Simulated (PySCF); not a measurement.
## SMILES C#C/C([O-])=C\C=C\C=O, [C7H5O2]-, charge -1

Geometry:
```tsv
atom	x (Å)	y (Å)	z (Å)
C1	3.154	-1.806	0.660
C2	2.729	-0.722	0.311
C3	2.305	0.628	-0.126
O4	3.198	1.439	-0.406
C5	0.905	0.870	-0.183
C6	-0.084	-0.059	0.138
C7	-1.461	0.103	0.108
C8	-2.343	-0.956	0.470
O9	-3.571	-0.948	0.489
H10	3.531	-2.763	0.969
H11	0.626	1.877	-0.509
H12	0.272	-1.051	0.458
H13	-1.909	1.056	-0.198
H14	-1.790	-1.896	0.770
```

Total charge -1.

Level of theory: quadratic response CAM-B3LYP/aug-cc-pVDZ first hyperpolarisability, Taylor convention, gas phase in PySCF. Geometry: PBE0-D3(BJ)/def2-SVP.

For a gas-phase anion, states above the detachment energy (about 2.6 eV, taken as minus the energy of the highest occupied orbital) lie in the continuum and depend on the basis.

Question: Give the tensor of the second harmonic β(−2ω;ω,ω) at 1907 nm in the axes of these coordinates.

Answer: In au, Taylor convention; rows are the first index (the induced dipole):
```csv
,xx,yy,zz,xy,xz,yz
x,-1191.5,+179.7,+19.0,+744.7,-225.8,-73.7
y,+666.0,+136.9,+31.1,+176.7,-71.4,-33.9
z,-199.9,-33.8,-24.0,-72.7,+18.3,+31.6
```
Norm of βᵢ = ⅓ Σⱼ (βᵢⱼⱼ + βⱼᵢⱼ + βⱼⱼᵢ): 1361.1 au, hyper-Rayleigh value 669.9 au.
